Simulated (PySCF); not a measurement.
A side-by-side comparison of computed properties.

First species: C5H11FOSi.
SMILES with atom numbers: `[CH3:1][CH2:2]/[CH:3]=[CH:4]/[CH2:5][O:6][SiH2:7][F:8]` (hydrogens: H9, H10, H11 on C1; H12, H13 on C2; H14 on C3; H15 on C4; H16, H17 on C5; H18, H19 on Si7)

Geometry (GFN2-xTB, Å), atoms numbered from 1 in this order:
```xyz
19
C5H11FOSi angstrom
C      3.500    0.061   -0.199
C      2.231   -0.163   -1.020
C      1.036   -0.342   -0.141
C     -0.068    0.381   -0.216
C     -1.270    0.190    0.656
O     -2.366   -0.169   -0.142
Si    -3.952   -0.088    0.091
F     -4.491   -0.711   -1.276
H      3.401    0.954    0.414
H      3.686   -0.787    0.457
H      4.360    0.183   -0.853
H      2.072    0.680   -1.694
H      2.357   -1.064   -1.629
H      1.125   -1.118    0.609
H     -0.174    1.148   -0.970
H     -1.494    1.120    1.196
H     -1.089   -0.600    1.395
H     -4.427   -0.945    1.167
H     -4.446    1.280    0.162
```

Second species: C7H6O2.
Numbering: `[CH:1]#[C:2][C:3]1=[CH:4][CH2:5][C@H:6]1[O:7][CH:8]=[O:9]` (hydrogens: H10 on C1; H11 on C4; H12, H13 on C5; H14 on C6; H15 on C8)

Levels: PBE0/pcSseg-1 for dipole moment, HOMO energy, LUMO energy and HOMO–LUMO gap; GFN2-xTB for rotational constant A and rotational constant C. Geometries: GFN2-xTB. All species are isolated and taken at one optimised geometry, non-relativistic unless stated. Electronic properties by PySCF.

Dipoles, sizes and rotational constants follow the conformer. The torsions of the flexible species, by atom-mapped SMILES:
- `[CH3:1][CH2:2]/[CH:3]=[CH:4]/[CH2:5][O:6][SiH2:7][F:8]`: C1–C2–C3–C4 125°, C3–C4–C5–O6 -117°, C4–C5–O6–Si7 -159°, C5–O6–Si7–F8 -179°
- `[CH:1]#[C:2][C:3]1=[CH:4][CH2:5][C@H:6]1[O:7][CH:8]=[O:9]`: C5–C6–O7–C8 -141°, C6–O7–C8–O9 1°

Problem. Which of the two has the higher HOMO–LUMO gap, and by how much?

Solution. The first: 7.58 eV against 6.05 eV, a difference of 1.53 eV.

Problem. Which of the two has the higher dipole moment, and by how much?

Solution. The first: 2.95 D against 2.26 D, a difference of 0.69 D.

Problem. Which of the two has the higher LUMO energy, and by how much?

Solution. The first: 0.11 eV against -1.18 eV, a difference of 1.29 eV.

Problem. Which has the higher rotational constant A?

Solution. The first: 6.777 GHz against 2.246 GHz, a difference of 4.531 GHz.

Problem. Which has the higher rotational constant C?

Solution. The second: 0.928 GHz against 0.455 GHz, a difference of 0.473 GHz.

Problem. Which has the higher HOMO energy?

Solution. The second: -7.23 eV against -7.47 eV, a difference of 0.24 eV.

On the first: A dipole of 2.95 D is allowed in C1, and pure rotational transitions are dipole-allowed. The dipole equals about 9.8 × 10⁻³⁰ C·m (1 D = 3.33564 × 10⁻³⁰ C·m).

On the second: A dipole of 2.26 D is allowed in C1, and pure rotational transitions are dipole-allowed. The dipole equals about 7.5 × 10⁻³⁰ C·m (1 D = 3.33564 × 10⁻³⁰ C·m).
